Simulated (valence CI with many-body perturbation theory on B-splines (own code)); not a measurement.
# E1 transitions of Sn⁺

Level of theory: relativistic CI+MBPT: three valence electrons over a frozen Dirac-Fock core [Kr] 4d10, radial functions for each j: 11 s, 11 p, 9 d, 7 f, 5 g, 2 h, 1 i, with the one-electron correlation potential Σ1, the two-electron term Σ2, the three-electron term Σ3, Breit, model QED; selected CI, second order for the rest (own B-spline code, finite nucleus).

Set against measurement, 15 paired levels are off by 128 cm⁻¹ on average, the worst by 354. These come from a selection out of the NIST Handbook of Basic Atomic Spectroscopic Data. Levels without a partner in it may be off by more.

Lines 1 to 50 of 82 in falling wavelength, among levels below 98812 cm⁻¹, chosen from the strongest by gf and those to the six lowest levels. Wavelengths and rates use the calculated energies, so an error of 100 cm⁻¹ moves a line at 773.4 nm by 0.77 % and its rate by three times that or more. Electric multipoles are in the length gauge, E1 and E2 with the static RPA response of the core. Weak lines are less certain than strong ones. Lines between different terms over intervals too small for the method are left out, as are lines whose strength nearly cancels. The highest levels of a list are the least certain.

Names give the largest LS component (configuration and term), which can be under half, so a name can repeat, a term be missing and a line seem to break the LS rules; names also repeat where a configuration has a term twice.

```tsv
λ vac (nm)	λ from measured levels	Upper	Lower	A (s⁻¹)	S (a.u.)
2961		5s5p² ²S_1/2	5s²6p ²P°_3/2	7.23e+02	1.85e-02
2354		5s5p² ²S_1/2	5s²6p ²P°_1/2	1.39e+02	1.78e-03
1771		5s²7p ²P°_1/2	5s²7s ²S_1/2	1.24e+07	6.83e+01
1666		5s²7p ²P°_3/2	5s²7s ²S_1/2	1.46e+07	1.33e+02
1608		5s²8s ²S_1/2	5s²7p ²P°_3/2	2.07e+07	8.50e+01
1521		5s²8s ²S_1/2	5s²7p ²P°_1/2	1.08e+07	3.75e+01
1356		4f5s² ²F°_5/2	5s5p² ²P_3/2	1.20e+05	8.88e-01
1249		5s5p² ²P_1/2	5s²6p ²P°_3/2	9.38e+04	1.80e-01
1126		5s5p² ²P_1/2	5s²6p ²P°_1/2	8.37e+04	1.18e-01
1054		5s5p² ²P_3/2	5s²6p ²P°_3/2	1.89e+04	4.38e-02
1033		5s²7p ²P°_1/2	5s5p² ²P_3/2	1.56e+05	1.70e-01
996.5		5s²7p ²P°_3/2	5s5p² ²P_3/2	2.98e+04	5.83e-02
965.4		5s5p² ²P_3/2	5s²6p ²P°_1/2	2.34e+05	4.15e-01
896.2		5s²7p ²P°_1/2	5s5p² ²P_1/2	2.05e+05	1.46e-01
868.5		5s²7p ²P°_3/2	5s5p² ²P_1/2	2.67e+05	3.45e-01
773.4	790.5	5s²6p ²P°_1/2	5s5p² ²D_3/2	1.81e+07	8.29e+00
759.3	774.4	5s²6p ²P°_3/2	5s5p² ²D_5/2	1.76e+07	1.53e+01
739.6		5s²7s ²S_1/2	5s²6p ²P°_3/2	6.63e+07	2.65e+01
724.5	738.9	5s²6p ²P°_3/2	5s5p² ²D_3/2	2.09e+06	1.57e+00
694.8		5s²7s ²S_1/2	5s²6p ²P°_1/2	3.50e+07	1.16e+01
692.4	684.6	5s²6p ²P°_1/2	5s²6s ²S_1/2	5.79e+07	1.90e+01
653.0	645.5	5s²6p ²P°_3/2	5s²6s ²S_1/2	6.79e+07	3.73e+01
633.3		5s²7p ²P°_1/2	5s5p² ²S_1/2	6.07e+04	1.52e-02
619.4		5s²7p ²P°_3/2	5s5p² ²S_1/2	1.95e+04	9.14e-03
581.3	580.0	4f5s² ²F°_7/2	5s²5d ²D_5/2	7.66e+07	5.94e+01
581.1	579.9	4f5s² ²F°_5/2	5s²5d ²D_5/2	5.11e+06	2.97e+00
560.6	559.8	5s²6d ²D_3/2	5s²6p ²P°_3/2	1.89e+07	6.58e+00
560.2	559.0	4f5s² ²F°_5/2	5s²5d ²D_3/2	7.89e+07	4.11e+01
557.1	556.3	5s²6d ²D_5/2	5s²6p ²P°_3/2	1.13e+08	5.77e+01
534.5	533.4	5s²6d ²D_3/2	5s²6p ²P°_1/2	9.70e+07	2.92e+01
503.2		5s²7p ²P°_3/2	5s²5d ²D_5/2	4.20e+06	1.06e+00
496.1		5s²7p ²P°_1/2	5s²5d ²D_3/2	5.30e+06	6.38e-01
487.5		5s²7p ²P°_3/2	5s²5d ²D_3/2	3.74e+05	8.54e-02
453.8	462.0	5s²6p ²P°_3/2	5s5p² ⁴P_5/2	8.64e+05	1.59e-01
425.0	432.4	5s²6p ²P°_1/2	5s5p² ⁴P_3/2	1.10e+05	8.34e-03
409.8	416.5	5s²6p ²P°_3/2	5s5p² ⁴P_3/2	5.97e+03	8.10e-04
393.1	399.5	5s²6p ²P°_1/2	5s5p² ⁴P_1/2	4.62e+02	2.77e-05
388.5		5s²8s ²S_1/2	5s²6p ²P°_3/2	2.71e+07	1.57e+00
380.1	385.9	5s²6p ²P°_3/2	5s5p² ⁴P_1/2	1.41e+03	1.53e-04
375.7		5s²8s ²S_1/2	5s²6p ²P°_1/2	1.47e+07	7.68e-01
333.1	335.3	4f5s² ²F°_7/2	5s5p² ²D_5/2	1.66e+08	2.42e+01
333.0	335.2	4f5s² ²F°_5/2	5s5p² ²D_5/2	1.11e+07	1.22e+00
326.1	328.4	4f5s² ²F°_5/2	5s5p² ²D_3/2	1.52e+08	1.56e+01
305.9		5s²7p ²P°_3/2	5s5p² ²D_5/2	7.05e+06	3.98e-01
303.3		5s²7p ²P°_1/2	5s5p² ²D_3/2	7.65e+06	2.11e-01
300.1		5s²7p ²P°_3/2	5s5p² ²D_3/2	8.88e+05	4.74e-02
290.0		5s²7p ²P°_1/2	5s²6s ²S_1/2	2.07e+04	4.98e-04
287.1		5s²7p ²P°_3/2	5s²6s ²S_1/2	6.64e+05	3.10e-02
257.1	259.3	4f5s² ²F°_7/2	5s5p² ⁴P_5/2	4.16e+06	2.79e-01
257.1	259.3	4f5s² ²F°_5/2	5s5p² ⁴P_5/2	2.80e+05	1.41e-02
```
